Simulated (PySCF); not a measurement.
C2H5S, SMILES S([CH2])C, multiplicity 2. The structure is a stationary point at PBE-D3(BJ)/def2-TZVP. The isomer is the one that the SMILES or the coordinates give; other isomers of the formula were not compared.

Computed equilibrium geometry at PBE-D3(BJ)/def2-TZVP (PySCF confirms it by a frequency run) as a Z-matrix:
```
S
C 1 1.7041
H 2 1.0870 1 117.00
H 2 1.0877 3 120.74 1 168.73
C 1 1.8091 2 101.65 3 -177.25
H 5 1.0968 1 107.18 2 -178.95
H 5 1.0979 6 109.55 1 119.71
H 5 1.0983 6 109.29 7 120.71
```
Charge 0, spin multiplicity 2.
